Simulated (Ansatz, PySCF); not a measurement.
This PySCF input computes a CCSD(T)/cc-pVDZ energy:

```python
from pyscf import gto, scf, mp, cc as ccmod

mol = gto.M(
    atom='''
    O    -2.35775735   -0.38801892   -0.44689481
    B    -1.23494447    0.00069577   -0.24039824
    O    -0.01919353    0.47349117   -0.01841906
    B     1.23008676    0.11914067    0.23573654
    O     2.37998696   -0.16037002    0.46822743
    ''',
    basis='cc-pvdz',
    charge=0,
    spin=0,
    verbose=4,
)

mf = scf.RHF(mol)
mf.conv_tol = 1e-10
mf.max_cycle = 100
mf.kernel()
mp2 = mp.MP2(mf, frozen=5).run()
cc = ccmod.CCSD(mf, frozen=5)
cc.max_cycle = 100
cc.kernel()
et = cc.ccsd_t()
print(f'E(CCSD(T)) = {cc.e_tot + et:.9f}')
```

Task: Write an input for the same energy in Ansatz (a program for electronic structure) and say what it gives.

Result: 
Ansatz 0.2 input:
```yaml
crystal:
  periodic: [false, false, false]
  atoms:
    - {symbol: O, position_ang: [-2.35775735, -0.38801892, -0.44689481]}
    - {symbol: B, position_ang: [-1.23494447, 0.00069577, -0.24039824]}
    - {symbol: O, position_ang: [-0.01919353, 0.47349117, -0.01841906]}
    - {symbol: B, position_ang: [1.23008676, 0.11914067, 0.23573654]}
    - {symbol: O, position_ang: [2.37998696, -0.16037002, 0.46822743]}
basis:
  gaussian:
    orbitals: cc-pVDZ
magnetization: {spin_polarized: false}
correlation: {method: ccsd_t, electrons: outside_noble_gas}
```
It gives -274.86196 Eh, and PySCF -274.86196 Eh, a difference of 0.00 mEh.
